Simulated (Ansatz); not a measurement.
`NB(O)[SiH2]F` and `NB(O)F` differ in one atom or group.

Ansatz, PBE0-D4/def2-TZVP geometries, multiplicity 1. Each molecule was computed in one conformer, which needn't be the lowest.

```csv
property,`NB(O)[SiH2]F`
HOMO energy (PBE/def2-TZVPP) / eV,-6.67
LUMO energy (PBE0/def2-TZVPP) / eV,-0.18
size of the dipole moment (ωB97M-V/def2-TZVPP) / D,2.05
HOMO–LUMO gap (B3LYP/def2-TZVPP) / eV,7.43
size of the dipole moment (PBE/def2-TZVPP) / D,2.05
LUMO energy (ωB97M-V/def2-TZVPP) / eV,1.48
```

Give the same properties after the change, and the shifts. (Estimate.)

The calculation gave: 
| property | `NB(O)F` | shift |
| --- | --- | --- |
| HOMO energy (PBE/def2-TZVPP) / eV | -6.59 | 0.08 |
| LUMO energy (PBE0/def2-TZVPP) / eV | 0.40 | 0.58 |
| size of the dipole moment (ωB97M-V/def2-TZVPP) / D | 3.58 | 1.53 |
| HOMO–LUMO gap (B3LYP/def2-TZVPP) / eV | 7.88 | 0.45 |
| size of the dipole moment (PBE/def2-TZVPP) / D | 3.50 | 1.45 |
| LUMO energy (ωB97M-V/def2-TZVPP) / eV | 1.72 | 0.24 |

With PBE0 the HOMO falls by 0.09 eV and the LUMO rises by 0.58 eV, so the gap widens by about 0.67 eV. PBE moves the HOMO by 0.08 eV and ωB97M-V by -0.31 eV. Dipoles are sizes alone; their direction can turn.

B3LYP here is the variant with VWN-RPA as its local correlation; programs differ in this.
